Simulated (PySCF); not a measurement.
Isomers of C7H10NP, from PySCF, PBE0-D3(BJ)/def2-SVP geometry optimisation, gas phase. One conformer each, no zero-point energy, no frequencies.

**Question.** Which isomer lies lowest at this level?
A. `[CH3:1][C:2]#[C:3][P:4]([CH3:5])[CH2:6][CH2:7][C:8]#[N:9]` with C3–P4–C6–C7 -68°, P4–C6–C7–C8 180°: A = 1561, B = 746.3, C = 542.5 MHz, dipole 4.20 D
B. `[CH3:1][CH2:2]/[CH:3]=[P:4]\[n:5]1[cH:6][cH:7][cH:8][cH:9]1` with C1–C2–C3–P4 -131°, C3–P4–N5–C6 138°: A = 2505, B = 872.6, C = 734.4 MHz, dipole 2.00 D
C. `[CH3:1][P:2]([CH3:3])[c:4]1[cH:5][cH:6][cH:7][cH:8][n:9]1` with C1–P2–C4–C5 -71°: A = 2885, B = 967.1, C = 796.0 MHz, dipole 1.92 D
D. `[CH3:1][c:2]1[cH:3][n:4]([CH:5]2[CH2:6][CH2:7]2)[cH:8][p:9]1` with C3–N4–C5–C6 130°: A = 3076, B = 904.8, C = 731.8 MHz, dipole 3.69 D

**Answer.** C. That is `CP(C)c1ccccn1`, 19.1 kcal/mol below the next.

```
         SMILES                                                 mapped SMILES      E (Eh)  relative (kcal/mol)  relative (kJ/mol)  dipole (D)
  CP(C)c1ccccn1     [CH3:1][P:2]([CH3:3])[c:4]1[cH:5][cH:6][cH:7][cH:8][n:9]1  -668.02563                  0.0                0.0        1.92
Cc1cn(C2CC2)cp1  [CH3:1][c:2]1[cH:3][n:4]([CH:5]2[CH2:6][CH2:7]2)[cH:8][p:9]1  -667.99518                 19.1               79.9        3.69
 CC/C=P\n1cccc1   [CH3:1][CH2:2]/[CH:3]=[P:4]\[n:5]1[cH:6][cH:7][cH:8][cH:9]1  -667.99348                 20.2               84.4        2.00
  CC#CP(C)CCC#N     [CH3:1][C:2]#[C:3][P:4]([CH3:5])[CH2:6][CH2:7][C:8]#[N:9]  -667.94371                 51.4              215.1        4.20
```

As drawn, the lowest has an aromatic ring, which the highest lacks; the highest has a C≡N group and a C≡C bond, which the lowest lacks.
